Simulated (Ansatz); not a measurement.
Isolated molecules relaxed with PBE0-D4/def2-TZVP in Ansatz; ΔE leaves out vibrations. CBS: MP2 limit from def2 TZ/QZ plus the TZ coupled-cluster correction, frozen cores. DFT in def2-TZVPP. One conformer a species, not always the lowest.

Consider the ligand exchange at the Si–S bond: `CC(F)S[SiH3]` + `[OH][Al]([F])[SH]` → `[F][Al]([SH])[O][SiH3]` + `CC(F)S`.

`CC(F)S[SiH3]`:

Z-matrix (Å, degrees):
```
C
C 1 1.504
H 1 1.090 2 110.0
H 1 1.091 2 111.0 3 -120.2
H 1 1.093 2 109.5 3 119.7
F 2 1.381 1 109.1 3 -176.6
S 2 1.823 1 114.5 3 59.1
H 2 1.094 1 111.3 3 -58.5
Si 7 2.137 2 101.9 1 72.0
H 9 1.486 7 112.3 2 -56.9
H 9 1.483 7 103.4 2 -175.1
H 9 1.482 7 112.1 2 66.3
```

`[OH][Al]([F])[SH]`:

Z-matrix (Å, degrees):
```
Al
F 1 1.641
S 1 2.167 2 118.8
O 1 1.679 2 118.1 3 -180.0
H 3 1.345 1 92.0 2 -0.0
H 4 0.955 1 125.1 2 179.9
```

`[F][Al]([SH])[O][SiH3]`:

Cartesian coordinates in Å:
```
F 0.194 2.231 1.869
Al -0.149 1.537 0.423
S -0.910 2.818 -1.141
O 0.087 -0.096 0.191
Si 0.377 -1.698 0.172
H -0.997 1.788 -2.001
H 1.842 -1.944 0.138
H -0.199 -2.335 1.384
H -0.245 -2.300 -1.035
```

`CC(F)S`:

Cartesian coordinates in Å:
```
C -0.212 0.345 0.842
C 0.371 0.238 -0.542
F 1.704 -0.120 -0.434
S -0.512 -0.892 -1.631
H -1.245 0.688 0.793
H -0.185 -0.626 1.341
H 0.373 1.054 1.433
H 0.341 1.199 -1.065
H -0.634 -1.887 -0.737
```

```tsv
level	ΔE (kJ/mol)
PBE0	-51.5
SCS-MP2/def2-TZVPP	-66.7
CCSD/def2-TZVPP	-66.9
MP2/def2-QZVPP	-58.4
```

Q: What does CCSD(T)/CBS give? (Best estimate.)

A: The calculation gave: -58.7 kJ/mol. The listed levels differ from it by 7.2, -8.0, -8.2, 0.3 kJ/mol.

Largest T1 diagnostic among the species: 0.012.

The D4 term adds +5.7 kJ/mol with B3LYP and +3.0 kJ/mol with PBE0; it sums over pairs of atoms, weighted by their polarisabilities, and B3LYP, whose exchange is more repulsive, gets the larger term. From PBE to PBE0 (25 % exact exchange), in def2-TZVPP and without D4, ΔE moves by −6.1 kJ/mol.

B3LYP here is the variant with VWN-RPA as its local correlation; programs differ in this.
